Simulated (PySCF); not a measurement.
C$_{2}$H$_{8}$BClSi, singlet, at a GFN2-xTB geometry; SVWN5/6-31G, polarisability run with PySCF.

The PySCF input:
```python
from pyscf import gto, scf, dft
from pyscf.prop import polarizability

mol = gto.Mole()
mol.atom = '''
    Si    0.678053    0.096077   -0.793572
    Cl    1.746309    0.503938    0.910975
    B    -1.175477   -0.310254   -0.254570
    C    -2.206870    0.857857   -0.031109
    C    -1.632153   -1.795723   -0.009667
    H     1.443725   -0.974279   -1.451147
    H     0.883891    1.281015   -1.641195
    H    -1.763793    1.744924    0.419357
    H    -2.572543    1.178493   -1.009352
    H    -3.082622    0.581588    0.553406
    H    -2.710887   -1.940722    0.008663
    H    -1.262763   -2.096280    0.973826
    H    -1.203484   -2.508289   -0.712617
'''
mol.basis = '6-31g'
mol.charge = 0
mol.spin = 0
mol.verbose = 4
mol.build()

mf = dft.RKS(mol)
mf.xc = 'lda,vwn'
mf.kernel()
alpha = mf.Polarizability().polarizability()[2, 2]
print('alpha_zz =', alpha)
```

What the program printed (banner, timings and long lists left out):

```
site-packages/pyscf/prop/efg/rhf.py:45: UserWarning: Module EFG is under testing
  warnings.warn('Module EFG is under testing')
site-packages/pyscf/prop/efg/dhf.py:30: UserWarning: Module EFG is under testing
  warnings.warn('Module EFG is under testing')
site-packages/pyscf/prop/zfs/uhf.py:40: UserWarning: Module ZFS is under testing
  warnings.warn('Module ZFS is under testing')
site-packages/pyscf/prop/gtensor/uhf.py:43: UserWarning: Module g-tensor is under testing
  warnings.warn('Module g-tensor is under testing')
site-packages/pyscf/prop/gtensor/uks.py:41: UserWarning: Module g-tensor is under testing
  warnings.warn('Module g-tensor is under testing')
site-packages/pyscf/prop/hfc/uks.py:35: UserWarning: Module HFC is under testing
  warnings.warn('Module HFC is under testing')
site-packages/pyscf/prop/magnetizability/rhf.py:39: UserWarning: Module magnetizability is under testing
  warnings.warn('Module magnetizability is under testing')
site-packages/pyscf/prop/magnetizability/uhf.py:37: UserWarning: Module magnetizability is under testing
  warnings.warn('Module magnetizability is under testing')
site-packages/pyscf/prop/magnetizability/rks.py:37: UserWarning: Module magnetizability is under testing
  warnings.warn('Module magnetizability is under testing')
site-packages/pyscf/prop/magnetizability/uks.py:39: UserWarning: Module magnetizability is under testing
  warnings.warn('Module magnetizability is under testing')
site-packages/pyscf/prop/polarizability/uhf.py:34: UserWarning: Module polarizability is under testing
  warnings.warn('Module polarizability is under testing')
site-packages/pyscf/prop/polarizability/rks.py:29: UserWarning: Module polarizability is under testing
  warnings.warn('Module polarizability is under testing')
site-packages/pyscf/prop/polarizability/uks.py:29: UserWarning: Module polarizability is under testing
  warnings.warn('Module polarizability is under testing')
PySCF version 2.14.0

[INPUT] verbose = 4
[INPUT] num. atoms = 13
[INPUT] num. electrons = 56
[INPUT] charge = 0
[INPUT] spin (= nelec alpha-beta = 2S) = 0
[INPUT] symmetry False subgroup None
[INPUT] Mole.unit = angstrom
[INPUT] Symbol           X                Y                Z      unit          X                Y                Z       unit  Magmom
[...]
nuclear repulsion = 257.901447200958
number of shells = 45
number of NR pGTOs = 190
number of NR cGTOs = 69
basis = 6-31g
ecp = {}

******** <class 'pyscf.dft.rks.RKS'> ********
method = RKS
initial guess = minao
damping factor = 0
level_shift factor = 0
DIIS = <class 'pyscf.scf.diis.CDIIS'>
diis_start_cycle = 1
diis_space = 8
diis_damp = 0
SCF conv_tol = 1e-09
SCF conv_tol_grad = None
SCF max_cycles = 50
direct_scf = True
direct_scf_tol = 1e-13
XC library pyscf.dft.libxc version 7.1.2
    S. Lehtola, C. Steigemann, M. J. T. Oliveira, and M. A. L. Marques,  SoftwareX 7, 1–5 (2018)
XC functionals = lda,vwn
    P. A. M. Dirac,  Math. Proc. Cambridge Philos. Soc. 26, 376 (1930)
    F. Bloch,  Z. Phys. 57, 545 (1929)
    S. H. Vosko, L. Wilk, and M. Nusair,  Can. J. Phys. 58, 1200 (1980)
radial grids:
    Treutler-Ahlrichs [JCP 102, 346 (1995); DOI:10.1063/1.469408] (M4) radial grids

becke partition: Becke, JCP 88, 2547 (1988); DOI:10.1063/1.454033
pruning grids: <function nwchem_prune>
grids dens level: 3
symmetrized grids: False
atomic radii adjust function: <function treutler_atomic_radii_adjust>
small_rho_cutoff = 0
Set gradient conv threshold to 3.16228e-05
Initial guess from minao.
tot grids = 158808
init E= -851.891218774639
[...]
cycle= 1 E= -851.6597803348  delta_E= 0.231  |g|= 0.639  |ddm|= 3.13
[...]
cycle= 2 E= -851.510997626426  delta_E= 0.149  |g|= 0.948  |ddm|= 1.79
[...]
cycle= 3 E= -851.775175747389  delta_E= -0.264  |g|= 0.0335  |ddm|= 1.17
[...]
cycle= 4 E= -851.775579159197  delta_E= -0.000403  |g|= 0.0177  |ddm|= 0.111
[...]
cycle= 5 E= -851.775696837066  delta_E= -0.000118  |g|= 0.00591  |ddm|= 0.0393
[...]
cycle= 6 E= -851.775709099131  delta_E= -1.23e-05  |g|= 0.000569  |ddm|= 0.0109
[...]
cycle= 7 E= -851.775709209523  delta_E= -1.1e-07  |g|= 0.000183  |ddm|= 0.00122
[...]
cycle= 8 E= -851.775709221934  delta_E= -1.24e-08  |g|= 4.91e-05  |ddm|= 0.000399
[...]
cycle= 9 E= -851.775709222837  delta_E= -9.03e-10  |g|= 1.27e-05  |ddm|= 9.37e-05
[...]
Extra cycle  E= -851.775709222813  delta_E= 2.43e-11  |g|= 1.53e-05  |ddm|= 3.6e-05
converged SCF energy = -851.775709222813
Isotropic polarizability 65.3807046739
Polarizability anisotropy 13.1606939117
alpha_zz = 59.2603201400219
```
